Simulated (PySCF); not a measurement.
**Electron correlation in B (boron, neutral)**

[He] 2s2 3s1, 2S determinant (an excited configuration). Calculation: PySCF 2.14, in dyall-av3z (15s9p3d2f, 71 functions); the non-relativistic Hamiltonian (point nucleus). Frozen: 1s2; 3 electrons correlated; the 13 highest virtual orbitals of each spin left out.

| level | correlation energy (mhartree) |
| --- | --- |
| CCSD | -68.53 |
| (T) | -0.77 |
| CCSD(T) | -69.30 |

Diagnostics: T1 = 0.020, D1 = 0.0464, largest double amplitude 0.140.

The outer electron is Rydberg-like, and this basis confines it to a smaller radius and binds it less than a complete one would.

Cost of the coupled-cluster step: of the order of 16 core-seconds, for 3 correlated electrons.

Iterations:

```
CC2 = 0
CCSD nocc = (np.int64(2), np.int64(1)), nmo = (57, 57)
frozen orbitals [[0, 58, 59, 60, 61, 62, 63, 64, 65, 66, 67, 68, 69, 70], [0, 58, 59, 60, 61, 62, 63, 64, 65, 66, 67, 68, 69, 70]]
max_cycle = 100
direct = 0
conv_tol = 1e-08
conv_tol_normt = 1e-06
diis_space = 8
diis_start_cycle = 0
Init t2, MP2 energy = -0.0430998892382412
Init E_corr(UCCSD) = -0.043099889263012
cycle = 1  E_corr(UCCSD) = -0.0554389761300216  dE = -0.0123390869  norm(t1,t2) = 0.0730121
cycle = 2  E_corr(UCCSD) = -0.0613646953435199  dE = -0.00592571921  norm(t1,t2) = 0.0402346
cycle = 3  E_corr(UCCSD) = -0.0680047768681538  dE = -0.00664008152  norm(t1,t2) = 0.0240825
cycle = 4  E_corr(UCCSD) = -0.0681304125611115  dE = -0.000125635693  norm(t1,t2) = 0.00907171
cycle = 5  E_corr(UCCSD) = -0.0687902558430021  dE = -0.000659843282  norm(t1,t2) = 0.00402677
cycle = 6  E_corr(UCCSD) = -0.0683269361426335  dE = 0.0004633197  norm(t1,t2) = 0.00150784
cycle = 7  E_corr(UCCSD) = -0.0685464949836737  dE = -0.000219558841  norm(t1,t2) = 0.000804842
cycle = 8  E_corr(UCCSD) = -0.0685481651232663  dE = -1.67013959e-06  norm(t1,t2) = 0.00018775
cycle = 9  E_corr(UCCSD) = -0.0685225053954612  dE = 2.56597278e-05  norm(t1,t2) = 8.25886e-05
cycle = 10  E_corr(UCCSD) = -0.0685320799395967  dE = -9.57454414e-06  norm(t1,t2) = 3.27487e-05
cycle = 11  E_corr(UCCSD) = -0.0685318526527837  dE = 2.27286813e-07  norm(t1,t2) = 5.5347e-06
cycle = 12  E_corr(UCCSD) = -0.0685317176668053  dE = 1.34985978e-07  norm(t1,t2) = 1.97247e-06
cycle = 13  E_corr(UCCSD) = -0.0685316992816539  dE = 1.83851514e-08  norm(t1,t2) = 6.81846e-07
cycle = 14  E_corr(UCCSD) = -0.0685317048644303  dE = -5.58277638e-09  norm(t1,t2) = 2.69462e-07
UCCSD converged
E(UCCSD) = -24.41861008308361  E_corr = -0.0685317048644303
UCCSD(T) correction = -0.00076964057382778
```
